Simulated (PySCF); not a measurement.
**Relaxation of singlet HHfN**

Level of theory: PySCF, PBE0, basis Hf def2-TZVP with ECP60, N def2-TZVP, H def2-TZVP (scalar-relativistic core potentials, no spin–orbit coupling, density fitting). A (50,194) grid was used.

A start displaced from a saddle point along its imaginary mode, of Cs symmetry, held to at least that symmetry:

```xyz
3
charge 0 multiplicity 1, angstrom
Hf    0.0014    0.0002    0.1121
N    -0.0101   -0.0015   -1.5937
H    -0.1187   -0.0179    2.1215
```

Optimiser trace:
```tsv
step	E − E(last) (kJ/mol)	largest gradient (Eh/bohr)
0	82.73	0.00280
1	82.34	0.00386
2	81.59	0.00526
3	80.23	0.00700
4	77.84	0.00894
5	73.92	0.01068
6	68.18	0.01307
7	60.80	0.01857
8	52.61	0.02223
9	34.28	0.05732
10	21.39	0.01912
11	12.00	0.01846
12	3.87	0.01229
13	0.46	0.00998
14	0.09	0.00229
15	0.00	0.00057
16	0.00	0.00006
```

It ends at Cs with Hf–H 1.869 Å, Hf–N 1.723 Å; H–Hf–N 101.5°. A frequency run shows a minimum. Other isomers or separated fragments may lie lower.

With an element this heavy the missing spin–orbit coupling can shift these numbers.

The relaxation took 17 s on 2 threads of a shared Arm Neoverse V2 host, with 77 basis functions and 17 gradients; the process peaked at 0.74 GiB. Launch command: `OMP_NUM_THREADS=2 python axn.py task.json out`.
